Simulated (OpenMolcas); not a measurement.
## GaCNCl2 (SMILES N#[C][Ga]([Cl])[Cl]): the HOMO–LUMO gap, rung by rung

The species is GaCNCl2 (5 atoms), meant as a singlet with charge 0. SMILES: `N#[C][Ga]([Cl])[Cl]`. The coordinates come from a PBE0-D4/def2-TZVP relaxation.

Each level gives the HOMO–LUMO gap (eV). The values are calculated.

| level | kind | program | value (eV) | CPU time |
| --- | --- | --- | --- | --- |
| HF/cc-pVDZ | Hartree–Fock | OpenMolcas | 13.65 | 16 s |
| BLYP/cc-pVDZ | GGA | OpenMolcas | 4.93 | 41 s |
| PBE/cc-pVDZ | GGA | OpenMolcas | 5.01 | 39 s |
| revPBE/cc-pVDZ | GGA | OpenMolcas | 5.07 | 39 s |
| r2SCAN/cc-pVDZ | meta-GGA | OpenMolcas | 5.56 | 49 s |
| B3LYP/cc-pVDZ | global hybrid | OpenMolcas | 6.70 | 38 s |
| BHLYP/cc-pVDZ | global hybrid | OpenMolcas | 9.33 | 38 s |
| PBE0/cc-pVDZ | global hybrid | OpenMolcas | 7.24 | 40 s |

All-electron rows without a relativistic Hamiltonian named are non-relativistic. The values span 4.93 to 13.65 eV. Orbital gaps aren't excitation energies; they tend to grow with the share of exact exchange. CPU times are rough (shared hosts, several kinds of processor and program).
